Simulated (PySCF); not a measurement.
Species: (HCd-mu-OH)2 (singlet state).
Structure used (PBE0-D3(BJ)/def2-SVP), in Å, numbered top down from 1:
```
atom  x, y, z in Å
Cd1   -0.7004    1.4566    0.5460
H2    -1.3682    2.8830    1.0931
O3     0.8507    0.6776   -0.7182
Cd4    0.7010   -1.4564   -0.5460
H5     1.3622   -2.8839   -1.0982
O6    -0.8449   -0.6775    0.7243
H7     1.4770    1.1766   -1.2470
H8    -1.4774   -1.1761    1.2459
```

Computed with PBE0-D3(BJ)/def2-SVP geometry optimisation, gas phase, def2 core potentials past Kr in PySCF 2.14.0.

Take the most abundant isotopes and a rigid rotor. The values belong to one conformer.

(1) Give the principal moments of inertia and the rotational constants in MHz.

(2) Classify the top.

(3) Is it planar, by Δ = Ic − Ia − Ib?

(4) Where do the levels up to J = 4 lie, in MHz?

## Answers

(1) Ia = 64.64, Ib = 685.98, Ic = 750.62 u·Å²; 505379 MHz·u·Å²/I gives A = 7818, B = 736.7, C = 673.3 MHz.

(2) A near-prolate asymmetric top: κ = (2 × 736.7 − 7818 − 673.3)/(7818 − 673.3) = -0.98.

(3) Planar: Δ = Ic − Ia − Ib = 0.00 u·Å². For a rigid frame Δ = −2 Σ m c², so it vanishes when all atoms lie in the ab plane; here none is more than 0.03 Å from it.

(4) Above 0(0,0):
J = 1: 1(0,1) 1410, 1(1,1) 8491, 1(1,0) 8555
J = 2: 2(0,2) 4230, 2(1,2) 11248, 2(1,1) 11438, 2(2,1) 32681, 2(2,0) 32682
J = 3: 3(0,3) 8458, 3(1,3) 15382, 3(1,2) 15763, 3(2,2) 36911, 3(2,1) 36913, 3(3,1) 72476, 3(3,0) 72476
J = 4: 4(0,4) 14094, 4(1,4) 20895, 4(1,3) 21529, 4(2,3) 42551, 4(2,2) 42557, 4(3,2) 78117, 4(3,1) 78117, 4(4,1) 127906, 4(4,0) 127906
Those of J = 1 are B + C, A + C and A + B.

The point group D2h allows no dipole (computed: 0.01 D), so a rigid rotor has no electric-dipole lines.

Task: Estimate the classical rotational partition function at 25 K, 298.15 K and 500 K.

Result: Point group D2h, symmetry number σ = 4; q = (√π/σ)·√((kT/h)³/(ABC)), k/h = 20836.6 MHz/K: 2680 at 25 K, 110000 at 298.15 K, 239000 at 500 K.

PBE0-D3(BJ)/def2-SVP frequencies: not computed here. Constants of a rigid frame at the computed geometry: no zero-point averaging, no centrifugal distortion.
